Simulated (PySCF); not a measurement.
**Levels of Tm⁶⁶⁺ from EOM-EA-GCCSD**

Reference: closed-shell Tm⁶⁷⁺, 1s2; one electron is added. Calculated with PySCF 2.14, two-component X2C-1e with screened spin-orbit coupling, an uncontracted even-tempered set (16 s from 23 bohr⁻², ratio 2.6; 13 p from 29 bohr⁻², ratio 2.6; 6 d from 30 bohr⁻², ratio 2.8; 3 f from 1300 bohr⁻², ratio 2.8); frozen nothing; the 36 highest virtual spinors dropped; of the others 56 kept and the rest restored at second order. No Breit or QED terms. Binding energies in eV.

| level | Koopmans | second order | EOM-CCSD |
| --- | --- | --- | --- |
| 2s1/2 | 16834.1 | 16834.4 | 16834.4 |
| 2p1/2 | 16670.1 | 16670.6 | 16670.6 |
| 2p3/2 | 15550.8 | 15551.2 | 15551.2 |

Electric-dipole lines between these computed levels:

| lower | upper | ΔE (eV) | vacuum wavelength (nm) |
| --- | --- | --- | --- |
| 2s1/2 | 2p1/2 | 163.78 | 7.570 |
| 2s1/2 | 2p3/2 | 1283.2 | 0.9662 |

For comparison, the ionisation energy of Tm⁶⁶⁺ is 16814.34 ± 0.14 eV (theoretical estimate listed by NIST; NIST Atomic Spectra Database, ionization energies).

Only part of the computed levels is shown.
